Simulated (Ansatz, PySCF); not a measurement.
In(vinyl)(OH)(OMe) (C₃H₇InO₂), SMILES [CH](=C)[In]([O]C)[OH]. Atoms are numbered in the order given.

```xyz
13

In     0.0720     0.3596     0.3046
C     -1.7737     0.5797    -0.7193
C     -2.1947    -0.3035    -1.6308
H     -2.3983     1.4502    -0.4880
H     -3.1521    -0.1765    -2.1523
H     -1.6186    -1.1929    -1.9079
O      0.8251     1.5879     1.6787
H      1.6784     1.2621     1.9893
O      1.3638    -1.1527     0.0354
C      1.1741    -2.2067    -0.8509
H      1.0936    -1.8872    -1.9114
H      2.0382    -2.8950    -0.7973
H      0.2732    -2.8172    -0.6299
```

Geometry: PBE0-D3(BJ)/def2-SVP. The def2 effective core potentials stand for the cores of In; spin–orbit coupling is left out. The values are those of a single conformer.

Two levels are set side by side: PBE-D3(BJ)/def2-SVP (Ansatz, an electronic-structure program) and PBE0-D3(BJ)/def2-SVP (Ansatz). Each level has its own optimised geometry; the coordinates shown are those of the second. Frequencies come from the Hessian of PySCF at each geometry. Differences are taken from unrounded values.

```tsv
quantity	PBE0-D3(BJ)	PBE-D3(BJ)	PBE-D3(BJ) minus PBE0-D3(BJ)
mean bond length (Å)	1.369	1.383	0.014
bond In1–C2 (Å)	2.122	2.142	0.020
bond In1–O7 (Å)	1.991	2.018	0.027
bond In1–O9 (Å)	2.007	2.038	0.031
bond C2–C3 (Å)	1.337	1.346	0.009
bond O9–C10 (Å)	1.390	1.406	0.016
bond C2–H4 (Å)	1.096	1.104	0.008
bond C3–H5 (Å)	1.098	1.106	0.008
bond C3–H6 (Å)	1.095	1.103	0.008
bond O7–H8 (Å)	0.965	0.978	0.013
bond C10–H11 (Å)	1.110	1.120	0.009
bond C10–H12 (Å)	1.106	1.115	0.009
bond C10–H13 (Å)	1.110	1.120	0.009
highest harmonic wavenumber (cm⁻¹)	3886	3698	-188
mean harmonic wavenumber (cm⁻¹)	1275	1228	-47
zero-point energy (kcal/mol)	60.16	57.93	-2.23
```

Exact exchange shortens and stiffens bonds; PBE has none. Differences between two approximate levels are no errors against the true value.
